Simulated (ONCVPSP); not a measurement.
europium: variants of one ONCV potential

Base potential:

| Property | Result |
| --- | --- |
| Element | europium |
| Generator | ONCVPSP 4.0.1 |
| Type | optimised norm-conserving Vanderbilt (ONCV) |
| Functional | PBE |
| Relativity | scalar-relativistic |
| Frozen core | [Kr] 4d10 4f6 |
| Valence charge | 11 |
| Reference configuration | 5s2 5p6 5d1 6s2 |
| Partial waves | 5s+6s: rc 2.40 bohr, ncon 4, nbas 7, qcut 5.8 1/bohr, 2 projectors; 5p: rc 2.35 bohr, ncon 4, nbas 8, qcut 6 1/bohr, 2 projectors, debl 1.1 Ha; 5d: rc 3.40 bohr, ncon 3, nbas 8, qcut 5.5 1/bohr, 2 projectors, debl 0.4 Ha |
| Local potential | polynomial inside 2.00 bohr (lpopt 3, dvloc0 2 Ha) |
| Core correction | polynomial model core, fcfact 0.3 |

Cutoffs, loose and tight: the cutoffs (Ha) at which the residual kinetic energy of the hardest occupied pseudo-wave falls to 1 and 0.1 mHa per electron. They do not see the model core or the augmentation charge, which bear on the density cutoff. Test errors are all-electron minus pseudo excitation energies from the reference, over the configurations 5s2 5p6 5d1 6s1; 5s2 5p6 5d1 6s0; 5s2 5p6 5d0 6s0; 5s2 5p6 5d1 6s1.5. A dash means not determined; rows that change the core or the reference have their own tests. The largest error is taken over the tests solved by every variant that gives reliable tests at all: 5s2 5p6 5d1 6s0; 5s2 5p6 5d1 6s1; 5s2 5p6 5d1 6s1.5.

| change | outcome | cutoff, loose | cutoff, tight | bound ghosts | GHOST(+) flags above zero | largest test error (meV) |
| --- | --- | --- | --- | --- | --- | --- |
| base | generated | 9.8 Ha | 12 Ha | none | none | -25 |
| s: qcut 4.9 | generated | 8.0 Ha | 12 Ha | none | none | -27 |
| local potential polynomial inside 1.95 bohr (lpopt 4, dvloc0 1 Ha) | generated | 9.8 Ha | 12 Ha | none | none | -25 |
| all radii but the core radius scaled by about 1.13 (s 2.72, p 2.66, d 3.84 bohr); local potential polynomial inside 2.26 bohr (lpopt 3, dvloc0 2 Ha) | generated | 8.1 Ha | 11 Ha | none | none | -29 |
| local potential polynomial inside 2.00 bohr (lpopt 3, dvloc0 0.5 Ha) | generated | 9.8 Ha | 12 Ha | none | none | -25 |
| p: qcut 6.8 | generated | 10 Ha | 15 Ha | none | none | -26 |
| core correction polynomial model core, fcfact 0.64 | generated | 9.8 Ha | 12 Ha | none | none | -26 |
